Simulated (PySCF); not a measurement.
**Computed properties of C2H6BFO2, SMILES C[C@@H](F)B(O)O**

C2H6BFO2, SMILES [C@H](B(O)O)(C)F. Coordinates come from a B3LYP-D3(BJ)/def2-SVP optimisation. The structure was generated by enumeration; whether it is a known compound was not checked. One conformer was computed; it need not be the lowest. All values are computed for the isolated molecule unless a solvent is named; none is compared with measurement here.

**Structure.** All 30 harmonic modes at B3LYP-D3(BJ)/def2-SVP (PySCF) are real, so it is a minimum. With heavy atoms numbered as in [CH3:1][C@@H:2]([F:3])[B:4]([OH:5])[OH:6], the shortest bond between them is B4–O5 at 1.353 Å and the longest C2–B4 at 1.601 Å.

**Vibrations.** The strongest infrared lines (harmonic, unscaled, degenerate partners summed) lie at 1504 cm⁻¹ (235 km/mol, B 72 %, O 19 %), 1046 cm⁻¹ (203 km/mol, H 65 %, O 19 %, C 9 %), 1403 cm⁻¹ (166 km/mol, B 38 %, H 33 %, C 16 %, O 13 %). The softest mode is at 61 cm⁻¹ and the zero-point energy is 58.0 kcal/mol.

**Electronic structure.** ωB97X/def2-TZVP (PySCF) places the frontier levels at -11.07 and 2.38 eV, a gap of 13.45 eV, and gives a dipole moment of 3.01 D and a mean polarisability of 45.2 bohr³. PBE/def2-TZVP (PySCF) at the same geometry gives -6.99 and -0.46 eV, so its gap is 6.92 eV narrower. An orbital gap is neither the optical nor the fundamental gap.

**Excitations.** TDDFT-B3LYP/def2-SVPD (PySCF) has S1 at 7.15 eV (173 nm, f = 0.004, weak); the most intense of the 10 singlets computed lies at 9.04 eV (f = 0.06). T1 (TDA) is at 6.99 eV. TDDFT-PBE/def2-SVPD (PySCF) puts S1 at 6.35 eV. No vertical singlet excitation falls in the visible range (under 3.1 eV).

**NMR.** GIAO shifts at PBE0/pcSseg-1 (PySCF) (non-relativistic, atoms alike by connectivity averaged): ¹³C from 21.0 to 86.0 ppm against TMS; ¹H from 1.6 to 4.7 ppm against TMS; ¹⁹F at -244.0 ppm against CFCl3; ¹¹B at 18.5 ppm against BF3.
